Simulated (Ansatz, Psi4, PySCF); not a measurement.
ClTl (SMILES [Cl][Tl]), singlet, geometry from GFN2-xTB (such geometries of metal compounds can be far from the true shape) (core potentials on Tl). Base run: B3LYP/def2-SVP in PySCF.

Input for PySCF:
```python
from pyscf import gto, scf, dft

mol = gto.M(
    atom='''
Tl   -0.00000000   -0.00000000   -0.44980442
Cl    0.00000000    0.00000000    2.14318575
''',
    basis='def2-svp',
    ecp={'Tl': 'def2-svp'},
    verbose=4,
)

mf = dft.RKS(mol)
mf.xc = 'b3lyp'
mf.kernel()
```

The same geometry, method and basis name were run in Ansatz (a program for electronic structure) and Psi4 and PySCF, at each program's defaults and at the settings that a row names. The base is PySCF at its defaults. Differences at the defaults can come from grids, fitting, cores and function types together.

| code and settings | ΔE vs base (mEh) | basis functions | E (Eh) | SCF cycles | dipole (D) |
|---|---|---|---|---|---|
| PySCF, defaults (exact integrals, its default grid, spherical functions) | 0.000 | 44 | -632.72428 | 9 | 4.39 |
| Psi4, defaults (density fitting with its default set, its default grid, spherical functions) | -0.001 | 44 | -632.72428 | 8 | 4.39 |
| Ansatz, defaults (factorised integrals, its default grid, spherical functions) | -0.001 | 44 | -632.72428 | - | - |
| PySCF, density fitting with def2-universal-jkfit | 0.000 | 44 | -632.72427 | 9 | 4.39 |
| PySCF, fine grid | -0.004 | 44 | -632.72428 | 9 | 4.39 |
| Psi4, exact integrals, spherical functions, fine grid | -0.003 | 44 | -632.72428 | 10 | 4.39 |
| Ansatz, high accuracy | -0.002 | 44 | -632.72428 | - | - |
